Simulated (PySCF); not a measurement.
Geometry (Å), atoms numbered from 1 in this order:
```xyz
19

N     3.6887    0.1367   -0.9102
Si    2.3139   -0.7396   -0.3531
N     1.0673    0.4509   -0.0767
C    -0.3037    0.3010    0.0510
C    -0.9055   -0.9695    0.1064
C    -2.2869   -1.0957    0.2168
C    -3.1064    0.0295    0.2908
C    -2.5164    1.2928    0.2510
C    -1.1385    1.4304    0.1300
H     3.7265    0.5255   -1.8451
H     4.6106   -0.1119   -0.5742
H     2.7694   -1.4538    0.8801
H     1.7427   -1.7514   -1.2956
H     1.3995    1.4010    0.0484
H    -0.2855   -1.8683    0.0697
H    -2.7268   -2.0956    0.2556
H    -4.1890   -0.0762    0.3838
H    -3.1385    2.1896    0.3114
H    -0.6896    2.4272    0.0907
```

Geometry: PBE0-D3(BJ)/def2-SVP; GIAO shifts from PySCF 2.14.0 with density-fitted response routines, gas phase, non-relativistic, averaged over equivalent atoms.

At HF/pcSseg-1 (210 basis functions, 18 s wall time on 1 thread of an Arm Neoverse V1, shared host):
| atoms | δ (ppm) |
| --- | --- |
| N3 | 63.0 |
| N1 | 5.1 |
| Si2 | -43.2 |
| C4 | 156.9 |
| C6/C8 | 140.5 |
| C7 | 122.2 |
| C5/C9 | 119.2 |
| H16/H18 | 7.46 |
| H17 | 6.79 |
| H15/H19 | 6.67 |
| H12/H13 | 4.64 |
| H14 | 2.82 |
| H10/H11 | 0.73 |

Scale: NH3 for ¹⁵N (265.72 ppm); ²⁹Si (393.43 ppm) and ¹³C (190.85 ppm) and ¹H (31.69 ppm) against TMS (reference shieldings calculated alike).

Predict the values at PBE0/pcSseg-1 on the same geometry.

## Answers


```tsv
atoms	δ at PBE0/pcSseg-1	change
N3	85.6	+22.6
N1	11.5	+6.4
Si2	-42.5	+0.7
C4	151.0	-5.9
C6/C8	134.9	-5.6
C7	122.4	+0.2
C5/C9	119.4	+0.2
H16/H18	7.23	-0.23
H17	6.78	-0.01
H15/H19	6.61	-0.06
H12/H13	5.24	+0.60
H14	2.90	+0.08
H10/H11	0.51	-0.22
```

δ = σ(ref) − σ, references computed at the same level: NH3 for ¹⁵N (265.67 ppm); ²⁹Si (351.99 ppm) and ¹³C (184.41 ppm) and ¹H (31.27 ppm) against TMS.

The largest change is at N3 (aniline-type nitrogen). Cost: 210 basis functions, 34 s wall time on 1 thread of an Arm Neoverse V1, shared host. The order of the carbon signals is the same at both levels.

Experimental scales use liquid or dissolved standards, which lie at an offset from isolated NH3 (liquid NH3: subtract about 20 ppm).
